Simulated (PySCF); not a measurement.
A species of formula C8H12O has this rotational fingerprint, computed with PBE0/pcSseg-1 in PySCF (dipole) on a GFN2-xTB geometry, gas phase:

```
Rotational constants : A = 2196, B = 1343, C = 1048 MHz
Dipole components    : |μa| = 0.88 D, |μb| = 2.21 D, |μc| = 0.78 D
Inertial defect      : -124.28 u·Å²
κ                    : -0.49
```

Problem. Which candidate fits, each taken in the one conformer that was computed?
A. `[CH2:1]=[CH:2][C:3](=[O:4])[C:5]([CH3:6])([CH3:7])[CH:8]=[CH2:9]` with C1–C2–C3–O4 6°, C2–C3–C5–C6 70°, C3–C5–C8–C9 121°
B. `[CH3:1][CH:2]([CH3:3])[C:4]1=[CH:5][C:6](=[O:7])[CH2:8][CH2:9]1` with C1–C2–C4–C5 -22°
C. `[CH2:1]1[CH2:2][CH:3]1[C@H:4]1[CH2:5][C@@H:6]2[O:7][C@@H:8]2[CH2:9]1` with C2–C3–C4–C5 85°, C1–C2–C3–C4 109°, C3–C4–C5–C6 153°, C4–C5–C6–O7 45°, C5–C6–O7–C8 -98°

Solution. A. It is C=CC(=O)C(C)(C)C=C, an asymmetric top, point group C1. The candidates at the same level (rigid rotor, commonest isotopes):

| SMILES | A (MHz) | B (MHz) | C (MHz) | μa (D) | μb (D) | μc (D) | Δ (u·Å²) | point group | rotor |
| --- | --- | --- | --- | --- | --- | --- | --- | --- | --- |
| C=CC(=O)C(C)(C)C=C | 2196 | 1343 | 1048 | 0.88 | 2.21 | 0.78 | -124.28 | C1 | asymmetric top |
| C1CC1[C@H]1C[C@@H]2O[C@@H]2C1 | 4282 | 1022 | 922.8 | 0.83 | 0.00 | 1.75 | -64.74 | Cs | near-prolate asymmetric top |
| CC(C)C1=CC(=O)CC1 | 3212 | 1020 | 867.9 | 3.84 | 2.20 | 0.72 | -70.33 | C1 | asymmetric top |

`CC(C)C1=CC(=O)CC1` has A 46 % too high; `C1CC1[C@H]1C[C@@H]2O[C@@H]2C1` has A 95 % too high. No structure here is proved a minimum.
